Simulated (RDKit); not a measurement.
Job for RDKit: UFF on GeH4Se2 (SMILES [GeH3][Se][SeH]), a point of a torsion scan.

```python
from rdkit import Chem
from rdkit.Chem import AllChem, rdDetermineBonds

blocks = [
'''7

Ge    0.99267987   -0.13870500    0.05615231
Se   -0.43459085    1.66713256   -0.33694730
Se   -2.51349281    0.63635153    0.08676938
H     0.67139846   -1.29403056   -0.85417450
H     2.38466988    0.34437629   -0.20196380
H     0.87459102   -0.63079529    1.47409065
H    -1.98513556   -0.67947007    0.40832294
''',
]
mol = None
for b in blocks:
    f = Chem.MolFromXYZBlock(b)
    rdDetermineBonds.DetermineBonds(f, charge=0)
    mol = f if mol is None else Chem.CombineMols(mol, f)
Chem.SanitizeMol(mol)
print(Chem.MolToSmiles(Chem.RemoveHs(mol)))
ff = AllChem.UFFGetMoleculeForceField(mol, vdwThresh=100.0, ignoreInterfragInteractions=False)
e = ff.CalcEnergy()
print(f'UFF energy {e:.6f} kcal/mol')
```

It printed:

```
[GeH3][Se][SeH]
UFF energy 12.342981 kcal/mol
```

The run finished.

Cost: about 0.020 core-seconds (a rough figure).
